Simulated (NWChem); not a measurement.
System: C₂H₄BFO₂; SMILES O=C(C)B(F)O

```xyz
10

C     -1.0975    -1.6328     0.0000
C      0.1071    -0.7433     0.0000
O      1.2459    -1.1802     0.0000
B     -0.0079     0.8708     0.0000
O      1.1407     1.5492     0.0000
F     -1.1734     1.4998     0.0000
H     -1.7235    -1.4116     0.8803
H     -1.7235    -1.4116    -0.8803
H     -0.8024    -2.6904     0.0000
H      1.8593     0.8925     0.0000
```
Atoms are numbered in this order, from 1.

All runs: NWChem. Structure relaxed at the PBE0/def2-SVP level. B3LYP is NWChem's, with the RPA form of VWN correlation. Atomic charges in e: unrestrained fits to the electrostatic potential beside Mulliken populations; buried atoms are poorly determined by the fit.

Q: What does the run give for B3LYP/def2-SVP? Quantities: ESP C1; Mulliken C1; ESP C2; Mulliken C2; ESP O3; Mulliken O3; ESP B4; Mulliken B4; ESP O5; Mulliken O5; relative RMS misfit of the potential (%).

A: 
```json
{
 "ESP C1": "-0.19",
 "Mulliken C1": "0.06",
 "ESP C2": "0.39",
 "Mulliken C2": "0.00",
 "ESP O3": "-0.46",
 "Mulliken O3": "-0.24",
 "ESP B4": "0.52",
 "Mulliken B4": "0.05",
 "ESP O5": "-0.53",
 "Mulliken O5": "-0.08",
 "relative RMS misfit of the potential (%)": "22"
}
```
